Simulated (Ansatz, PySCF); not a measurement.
BBr3, SMILES BrB(Br)Br. Atoms are numbered in the order given.

```xyz
4

B      0.0000     0.0000    -0.0051
Br     1.6498    -0.9525    -0.0051
Br    -1.6498    -0.9525    -0.0051
Br     0.0000     1.9050    -0.0051
```
Charge 0, spin multiplicity 1.

The structure is a stationary point at r2SCAN-D4/def2-SVP. The isomer is the one that the SMILES or the coordinates give; other isomers of the formula were not compared.

Two levels are set side by side: PBE-D3(BJ)/def2-SVP (Ansatz, a program for electronic structure) and r2SCAN-D4/def2-SVP (Ansatz). Each level has its own optimised geometry; the coordinates shown are those of the second. Frequencies come from the Hessian of PySCF at each geometry. Differences are taken from unrounded values.

```
quantity                            r2SCAN-D4
----------------------------------  ---------
mean bond length (Å)                    1.905
bond B1–Br2 (Å)                         1.905
bond B1–Br3 (Å)                         1.905
bond B1–Br4 (Å)                         1.905
highest harmonic wavenumber (cm⁻¹)        836
mean harmonic wavenumber (cm⁻¹)           441
zero-point energy (kcal/mol)             3.78
```

### Question
What does PBE-D3(BJ) give, and how far is it from r2SCAN-D4? (An estimate is asked for; the answer gives what the named calculation found.)

### Answer

```tsv
quantity	PBE-D3(BJ)	PBE-D3(BJ) minus r2SCAN-D4
mean bond length (Å)	1.912	0.007
bond B1–Br2 (Å)	1.912	0.007
bond B1–Br3 (Å)	1.912	0.007
bond B1–Br4 (Å)	1.912	0.007
highest harmonic wavenumber (cm⁻¹)	821	-14
mean harmonic wavenumber (cm⁻¹)	431	-9
zero-point energy (kcal/mol)	3.70	-0.08
```
